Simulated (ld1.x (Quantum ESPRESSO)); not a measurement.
**Se (Z = 34), PAW: configuration errors across variants**

| Property | Result |
| --- | --- |
| Element | selenium |
| Generator | ld1.x (Quantum ESPRESSO) 7.5 |
| Type | PAW |
| Functional | LDA (PZ) |
| Relativity | scalar-relativistic |
| Frozen core | [Ne] 3s2 |
| Valence charge | 22 |
| Reference configuration | 3p6 3d10 4s2 4p4 |
| Partial waves | 4s (bound): rcut 1.05, rcutus 1.45 bohr; 4s channel at 0.35 Ry: rcut 1.05, rcutus 1.45 bohr; 3p (bound): rcut 0.90, rcutus 1.05 bohr; 4p (bound): rcut 0.90, rcutus 1.05 bohr; 3d (bound): rcut 0.75, rcutus 1.05 bohr; 3d channel at -3.6 Ry: rcut 0.75, rcutus 1.05 bohr |
| Local potential | all-electron potential smoothed inside 0.90 bohr (lloc = -1) |
| Core correction | Bessel-smoothed model core inside 1.05 bohr |
| Augmentation charge | BESSEL, radius 0.80 bohr |

All-electron excitation energies from the reference (eV): (1) 3p6 3d10 4s2 4p3 11.009; (2) 3p6 3d10 4s2 4p2 31.567; (3) 3p6 3d10 4s2 4p1 62.723; (4) 3p6 3d9 4s2 4p5 51.803; (5) 3p6 3d10 4s0 4p6 22.094; (6) 3p6 3d10 4s1 4p5 10.939; (7) 3p6 3d10 4s2 4p4.3 -1.637; (8) 3p6 3d10 4s2 4p4 spin -0.593; (9) 3p6 3d10 4s2 4p3 spin 9.371.

Spin tests fill each open shell by Hund’s rule, majority spin first.

The overlap operator is not positive definite (basis up to 400 Ry) in “base”, “waves 4s (bound): rcut 1.05, rcutus 1.32 bohr; 4s channel at 0.35 Ry: rcut 1.05, rcutus 1.32 bohr”, “waves 4s (bound): rcut 1.05, rcutus 1.48 bohr; 4s channel at 0.35 Ry: rcut 1.05, rcutus 1.48 bohr”, “waves 4s (bound): rcut 1.05, rcutus 1.66 bohr; 4s channel at 0.35 Ry: rcut 1.05, rcutus 1.66 bohr”, “waves 4s (bound): rcut 1.05, rcutus 1.78 bohr; 4s channel at 0.35 Ry: rcut 1.05, rcutus 1.78 bohr”, “waves 4s (bound): rcut 1.05, rcutus 2.18 bohr; 4s channel at 0.35 Ry: rcut 1.05, rcutus 2.18 bohr”. Such files are unfit for use, however small their errors in these radial tests.

2 further variants failed, have other tests or too few solved ones, and are left out.

A true bound ghost makes a file unfit for plane-wave use even where its test errors are small: the radial tests pick states by their node count and pass the ghost by.

Errors AE − PS in meV (a dash: test not solved or not reliable):

```csv
change,(1),(2),(3),(4),(5),(6),(7),(8),(9),bound ghosts
base,+0.7,+4.1,+5.6,+216,+22,+4.2,+0.2,+0.1,-0.6,"s (p not tested, overlap not positive)"
"waves 4s (bound): rcut 1.05, rcutus 1.32 bohr; 4s channel at 0.35 Ry: rcut 1.05, rcutus 1.32 bohr",+0.3,+2.6,+2.9,+199,+1.4,-0.1,+0.2,+0.1,-0.8,"s (p not tested, overlap not positive)"
"waves 4s (bound): rcut 1.05, rcutus 1.48 bohr; 4s channel at 0.35 Ry: rcut 1.05, rcutus 1.48 bohr",+0.8,+4.6,+6.5,+213,+35,+6.9,+0.2,+0.1,-0.5,"s (p not tested, overlap not positive)"
"waves 4s (bound): rcut 1.05, rcutus 1.66 bohr; 4s channel at 0.35 Ry: rcut 1.05, rcutus 1.66 bohr",+1.4,+7.4,+12,+190,+147,+30,+0.2,+0.2,+0.1,"s (p not tested, overlap not positive)"
"waves 4s (bound): rcut 1.05, rcutus 1.78 bohr; 4s channel at 0.35 Ry: rcut 1.05, rcutus 1.78 bohr",+2.1,+10,+18,+172,+321,+64,+0.4,+0.2,+0.9,"s (p not tested, overlap not positive)"
"waves 4s (bound): rcut 1.05, rcutus 2.18 bohr; 4s channel at 0.35 Ry: rcut 1.05, rcutus 2.18 bohr",+3.7,+18,+38,+182,+1076,+211,+0.4,+0.2,+4.2,not determined (overlap not positive)
```

**Question.** Give the same row for: waves 4s (bound): rcut 1.05, rcutus 2.02 bohr; 4s channel at 0.35 Ry: rcut 1.05, rcutus 2.02 bohr.

**Answer.** +3.2, +15, +29, +154, +784, +153, +0.4, +0.1, +2.8; bound ghosts: s (p not tested, overlap not positive). Its overlap operator is not positive definite in a basis up to 400 Ry (lowest eigenvalue p -0.26), so the file is unfit for use: the generalised eigenproblem breaks down once the basis is large enough, and its test numbers describe a broken file.
